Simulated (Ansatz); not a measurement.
Be₂F₃, relaxed as a doublet with UKS r2SCAN-D4/def2-TZVP in Ansatz, starting from the GFN1-xTB geometry. Force threshold 0.02 eV/Å.

The relaxation made no stability test and no search for a lower SCF solution. The structure comes from a short search, and lower isomers may exist.

Start:

Cartesian coordinates in Å:
```
Be -0.5986 -0.0934 -0.4449
Be 1.8522 0.2860 1.3802
F -1.0197 1.1378 -1.0018
F 0.7356 0.1292 0.5483
F -0.9695 -1.4596 -0.4818
```

```tsv
step	energy (eV)	largest force component (eV/Å)	SCF passes
1	-8958.2503	0.563	16
2	-8958.2599	0.399	19
3	-8958.2682	0.391	18
4	-8958.2722	0.218	19
5	-8958.2811	0.129	18
6 (rejected)	-8958.2514	0.928	23
7	-8958.2897	0.057	22
8	-8958.2952	0.422	19
9	-8958.3078	0.435	22
10	-8958.3350	0.773	24
11	-8958.3933	0.572	23
12	-8958.4770	0.701	24
13	-8958.6927	0.892	25
14	-8959.0108	0.966	24
15	-8959.0662	1.075	24
16	-8959.1335	0.026	18
17	-8959.1336	0.005	12
```

Force components are those of the run's own axes.

End:

```xyz
5

Be   -0.403    0.269   -0.356
Be    1.075   -0.717    0.949
F    -1.332    0.889   -1.176
F     0.802    0.768    0.504
F    -0.142   -1.209    0.079
```

Bonds formed: Be2–F5 (atoms count from 1). Metal–metal contacts that move far: Be1–Be2 3.08 to 2.21 Å. The end is the same structure that another start reached, the lowest one found.

No frequencies were taken in this run, so the end may be a saddle point.

It took 26 s on 4 threads of Arm Neoverse V1 on a shared host.
